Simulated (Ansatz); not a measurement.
Reaction (redistribution): `SB1CO1` + `B[SiH]1BO1` → `BB1CO1` + `S[SiH]1BO1`

Computed with Ansatz on PBE0-D4/def2-TZVP structures; ΔE is electronic, products minus reactants. CBS: MP2 limit from def2 TZ/QZ plus the TZ coupled-cluster correction, frozen cores. Functionals use def2-TZVPP. HSE06 is defined as in plane-wave codes. Each species was taken in one conformer, which may not be the lowest.

| level | ΔE (eV) |
| --- | --- |
| r2SCANh-D4 | 0.02 |
| HSE06-D4 | 0.02 |
| PBE | 0.09 |
| revPBE | 0.07 |
| r2SCAN | 0.04 |
| CAM-B3LYP | -0.03 |
| HF/def2-TZVPP | -0.13 |
| HF/def2-QZVPP | -0.14 |

**Question.** What does CCSD(T)/CBS give? (Estimate.)

**Answer.** The calculation gave: -0.03 eV. The listed levels differ from it by 0.05, 0.05, 0.12, 0.10, 0.07, 0.00, -0.10, -0.11 eV.

Largest T1 diagnostic among the species: 0.021, so the coupled-cluster value is less sure than usual.

From r2SCAN to r2SCAN0 (25 % exact exchange), in def2-TZVPP and without D4, ΔE moves by −0.04 eV. In def2-TZVPP, CCSD(T) changes the Hartree–Fock value by +0.15 eV (the triples alone add +0.04 eV) and MP2 by +0.10 eV.
